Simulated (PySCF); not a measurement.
**[Zr(F)4] (charge 0, multiplicity 1)**

Calculation: TPSSh-D3(BJ)/def2-TZVP // PBE-D3(BJ)/def2-SVP (PySCF 2.14.0).

- HOMO = -11.06 eV
- dipole moment = 0.00 D
- LUMO = -1.89 eV
- HOMO–LUMO gap = 9.17 eV
- charge on the central atom (Mulliken) = 1.81 e
- total energy = -12161.65 eV
- cost = around 2.7 core-minutes (rough)

Bonds (Å): Zr1–F2 1.909, Zr1–F3 1.909, Zr1–F4 1.909, Zr1–F5 1.909. Bond angles (°): F2–Zr1–F3 109.5, F2–Zr1–F4 109.5, F2–Zr1–F5 109.5, F3–Zr1–F4 109.5, F3–Zr1–F5 109.5, F4–Zr1–F5 109.5.
Charge 0, spin multiplicity 1.
